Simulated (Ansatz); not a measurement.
`[Cl][Sn]([Cl])([Cl])[Br]` + NH₃ → `[NH2][Sn]([Cl])([Cl])[Cl]` + HBr at 298.15 K and 1 bar (ligand exchange at the Sn–Br bond).

Isolated molecules relaxed with PBE0-D4/def2-TZVP in Ansatz; ΔE leaves out vibrations. CCSD(T)/CBS is the MP2 limit (def2-TZVPP, def2-QZVPP) plus CCSD(T) − MP2 in def2-TZVPP, frozen cores. This one scheme is used for every species. def2 core potentials past Kr. For Br, Sn outer-core shells are correlated without core-valence functions, which leaves a few kJ/mol of doubt a bond. Scalar relativity is left out up to krypton. One conformer a species, not always the lowest.

| species | CCSD(T)/CBS energy (Eh) | H − E (kJ/mol) | S (J/(mol·K)) |
| --- | --- | --- | --- |
| `[Cl][Sn]([Cl])([Cl])[Br]` | -4166.86464 | 34.9 | 390.9 |
| NH₃ | -56.50880 | 100.5 | 192.4 |
| `[NH2][Sn]([Cl])([Cl])[Cl]` | -1649.42005 | 100.5 | 399.8 |
| HBr | -2573.91920 | 24.6 | 198.6 |

H − E and S are ideal-gas, rigid-rotor, harmonic terms from PBE0-D4/def2-TZVP, for one conformer and one mirror image of each species. 1 Eh = 2625.50 kJ/mol, R = 8.31446 J/(mol·K).

Question: By hand: ΔE, ΔH, ΔS and ΔG.

Answer: ΔE = (-1649.42005) + (-2573.91920) − (-4166.86464) − (-56.50880) = 0.03419 Eh = 89.8 kJ/mol. Δ(H − E) = 100.5 + 24.6 − 34.9 − 100.5 = -10.3, so ΔH = 79.5 kJ/mol. ΔS = 399.8 + 198.6 − 390.9 − 192.4 = 15.1 J/(mol·K). ΔG = 79.5 − 298.15 × (15.1)/1000 = 75.0 kJ/mol.

Question: By hand: the equilibrium constant, and the temperature at which ΔG would vanish if ΔH and ΔS stayed fixed.

Answer: log₁₀ K = −ΔG/(RT ln 10) = -13.1. ΔG = 0 at ΔH/ΔS = 5265 K, far beyond where these terms or the molecules hold.

ΔH outweighs TΔS. A doubt of 5 kJ/mol in ΔE shifts log₁₀ K by 0.9 here. Other conformers and mirror images would add mixing entropy, several J/(mol·K) or more a flexible species. Modes under 60 cm⁻¹, often nearly free rotors, make the harmonic entropy too high. These are equilibria of isolated gas molecules and say nothing of rates. Largest T1 diagnostic: 0.011 (customary marks: 0.02 for closed shells, 0.045 for open ones).
